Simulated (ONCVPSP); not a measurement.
## caesium (Cs): excitation energies, all-electron against ONCV

| Item | Value |
| --- | --- |
| Element | Cs (Z = 55) |
| Generator | ONCVPSP 4.0.1 |
| Type | optimised norm-conserving Vanderbilt (ONCV) |
| Functional | PBE |
| Relativity | fully relativistic |
| Frozen core | [Kr] 4d10 |
| Valence charge | 9 |
| Reference configuration | 5s2 5p6 5d0.5 6s0.5 |
| Partial waves | 5s+6s: rc 3.25 bohr, ncon 3, nbas 8, qcut 4.2 1/bohr, 3 projectors, debl 3.4 Ha; 5p: rc 4.12 bohr, ncon 5, nbas 9, qcut 4.8 1/bohr, 2 projectors, debl 3.8 Ha; 5d: rc 3.95 bohr, ncon 3, nbas 6, qcut 2 1/bohr, 1 projector |
| Local potential | polynomial inside 1.95 bohr (lpopt 5, dvloc0 1 Ha) |
| Core correction | Teter function, fcfact 4.75, rcfact 1.7 |

Open shells are filled in proportion to 2j + 1.

Energies are relative to the spin-unpolarised reference configuration 5s2 5p6 5d0.5 6s0.5; without spin polarisation the order of configurations can differ from experiment.

```tsv
valence configuration	charge	ΔE all-electron (eV)	error AE − PS (meV)
5s2 5p6 5d0 6s1	0	-0.843	-0.2
5s2 5p6 5d0 6s0	+1	3.020	-3.0
5s2 5p6 5d1 6s0	0	0.829	+0.1
```

**Question.** What are ΔE and the potential's error for 5s2 5p6 5d0 6s0.5?

**Answer.** ΔE = 0.628 eV all-electron; the error (AE − PS) is 0.0 meV.

Note: no bound ghost flagged; GHOST(+) flagged for d5/2 at 109.4 eV, d3/2 at 112.0 eV, s at 133.3 eV, p1/2 at 196.8 eV, p3/2 at 197.4 eV and 2 more.
